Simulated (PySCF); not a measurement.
Chain-length series, n-germane H/H (end groups after the name). Isolated molecules, 0 K electronic values unless said otherwise. One relaxed conformer stands for each flexible species; it need not be the lowest. Strings in code marks are SMILES.

Method: PySCF 2.14.0 with PBE0-D3(BJ)/def2-TZVP // PBE0-D3(BJ)/def2-SVP. All candidates: neutral, multiplicity 1. Excitations are Tamm–Dancoff values on a coarser integration grid. The basis has no diffuse functions, so Rydberg states are missing or too high.

```
Property                                        Value
-------------------------------------------  --------
HOMO–LUMO gap                                 8.57 eV
HOMO                                         -8.20 eV
brightest of the four lowest singlets (TDA)   7.88 eV
```

Task: Which member has these values?
A. `[GeH3][GeH2][GeH2][GeH2][GeH2][GeH3]`
B. `[GeH3][GeH2][GeH3]`
C. `[GeH3][GeH3]`

Result: C, `[GeH3][GeH3]`. The others give `[GeH3][GeH2][GeH3]`: 7.78 eV, -7.83 eV, 6.99 eV; `[GeH3][GeH2][GeH2][GeH2][GeH2][GeH3]`: 6.28 eV, -7.15 eV, 5.69 eV
